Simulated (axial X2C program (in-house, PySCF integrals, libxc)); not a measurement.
## KAl at several levels of theory

Computed with an in-house relativistic program for diatomic molecules. Spin-free means the one-electron spin-free X2C Hamiltonian; two-component (2c) means X2C with spin–orbit coupling and atomic mean-field two-electron Coulomb and Gaunt terms, so the difference of the two also holds small scalar two-electron terms. Basis: K dyall-cv3z [11s12p6d3f], Al dyall-v3z [8s8p2d1f] (cores contracted in-house); Gaussian nuclei, density fitting, unrestricted open shells. Masses: K 38.964 u, Al 26.982 u.

State, spin-free: M_S = 1, Λ = 1 (beyond evenly filled blocks: σα, π+α); electrons by block: σα: 10, σβ: 9, π+α: 4, π+β: 3, π-α: 3, π-β: 3. Fragments: K + Al.

State, 2c: Ω = 2 (⟨Sz⟩ = 1.00, ⟨Lz⟩ = 1.00 at PBE0); electrons by block: 1/2: 13, -1/2: 12, 3/2: 4, -3/2: 3. Fragments: K + Al.

```csv
Hamiltonian,level,Re (Å),ωe (cm⁻¹),ωexe (cm⁻¹),αe (cm⁻¹),De (eV),D0 (eV),μ (D)
spin-free,PBE0,3.357,149.4,0.913,0.000745,0.616,0.607,-7.12
spin-free,HF,3.494,135.2,1.87,0.000972,0.131,0.123,-8.84
spin-free,MP2,3.360,147.8,1.3,0.000878,0.470,0.461,n/a
spin-free,CCSD,3.380,147.4,1.16,0.000819,0.495,0.486,n/a
spin-free,CCSD(T),3.367,149.1,1.07,0.000796,0.528,0.519,n/a
spin-free,B97-3,3.377,146.9,0.934,0.000756,0.553,0.544,-6.72
2c,PBE0,3.358,149.4,0.912,0.000745,0.611,0.602,-7.12
2c,HF,3.495,135.3,1.86,0.000969,0.128,0.119,-8.84
2c,MP2,3.361,147.8,1.3,0.000878,0.462,0.453,n/a
2c,CCSD,3.381,147.4,1.16,0.000818,0.482,0.473,n/a
2c,CCSD(T),3.368,149.1,1.07,0.000795,0.517,0.508,n/a
2c,B97-3,3.377,146.9,0.932,0.000755,0.548,0.539,-6.73
```

Correlated methods: 12 electrons correlated (number of frozen shells: K 2 s, 1 p; Al 2 s, 1 p), 210 virtual spin orbitals or spinors in MP2, 90 natural virtuals in coupled cluster.

Dipoles are positive if Al is the positive end.

The state is one determinant whose occupation by symmetry is held fixed; it was picked as the lowest of a PBE0 search that is not exhaustive. Dissociation energies refer to the lowest single-determinant-based atoms at the same level and basis. Density functionals use the spin component along the axis (collinear). Coupled cluster ran in a truncated set of natural virtual spinors; the MP2 energy of the rest was added. (T) has no such correction and the atoms are truncated less, which lowers De at CCSD(T) by a hundredth of an eV or more. In 2c an atomic determinant is not the ground J level, so De misses part of the atomic spin–orbit lowering. This holds for PBE0, B97-3. PBE0 can misorder states that lie within some tenths of an eV, so this need not be the ground state of the molecule. The nearest other spin-free determinant of the search, M_S = 0, Λ = 0, lies 0.16 eV up at the distance of the search. The functionals have no current-density term, which raises determinants with orbital currents, atoms included. The atomic limit has a lower orbital projection than the molecule and lies lower at mean-field level, so De may be about a tenth of an eV too small. With several unpaired electrons one determinant need not be a pure state. Open-shell Ω = 0 determinants with evenly filled partner blocks cannot be reached by this program, so the Ω shown need not be the lowest component.

Rough cost a point (2c) on 1 thread(s) of a shared host, integrals apart: PBE0 0.3 s, HF 0.24 s, CCSD(T) 5 s, B97-3 0.4 s.

The whole task took 100 s on 1 thread of Arm Neoverse V1, with other jobs on the host.
